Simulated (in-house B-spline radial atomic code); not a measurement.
Eu⁺. Computed with a B-spline radial atomic code. Model: all-electron spherical atom, spin shells full or empty, radial basis limit, no spin-orbit coupling, Breit or QED, empty-state partial waves extrapolated as (l+1/2)^-4, RPA, G0W0 and static COHSEX of the highest shell as one setting changes (uncorrelated shells keep exact exchange).

In a row where one electron alone is correlated, RPA and GW hold only self-correlation.

Without the two-electron picture change, core correlation of heavy ions comes too large.

Given: element Eu; charge 1; filled core Xe; hamiltonian one-electron scalar X2C; mean-field start Hartree-Fock; highest l of empty states 9; nuclear rms radius 5.1115 fm; highest mean-field shell 6s up.

Shell: 4f 7 0, 6s 1 0 (electrons up and down).

| lowest nl shells left uncorrelated | RPA correlation energy (hartree) | G0W0 level (eV) | G0W0 minus most complete (meV) | COHSEX level (eV) |
| --- | --- | --- | --- | --- |
| 0 | -4.8673 | -11.388 | 0 | -12.12 |
| 1 | -4.6719 | -11.388 | 0 | -12.12 |
| 2 | -4.4732 | -11.388 | -0.3 | -12.12 |
| 3 | -3.9007 | -11.388 | 0 | -12.12 |
| 4 | -3.7183 | -11.389 | -1.4 | -12.123 |
| 5 | ? | ? | ? | ? |
| 6 | -2.2751 | -11.384 | 4.3 | -12.114 |
| 7 | -2.1115 | -11.391 | -3.1 | -12.13 |
| 8 | -1.6264 | -11.388 | -0.2 | -12.129 |
| 9 | -0.76635 | -11.358 | 30.4 | -12.083 |
| 10 | -0.63421 | -11.361 | 27 | -12.091 |
| 11 | ? | ? | ? | ? |
| 12 | -0.0097344 | -10.895 | 492.8 | -11.413 |

Task: What follows for lowest nl shells left uncorrelated = 5?

Result: RPA correlation energy -3.1684 hartree; G0W0 level -11.389 eV; G0W0 minus most complete -0.6 meV; COHSEX level -12.122 eV.

Task: What follows for lowest nl shells left uncorrelated = 11?

Result: RPA correlation energy -0.25472 hartree; G0W0 level -11.069 eV; G0W0 minus most complete 319.3 meV; COHSEX level -11.695 eV.
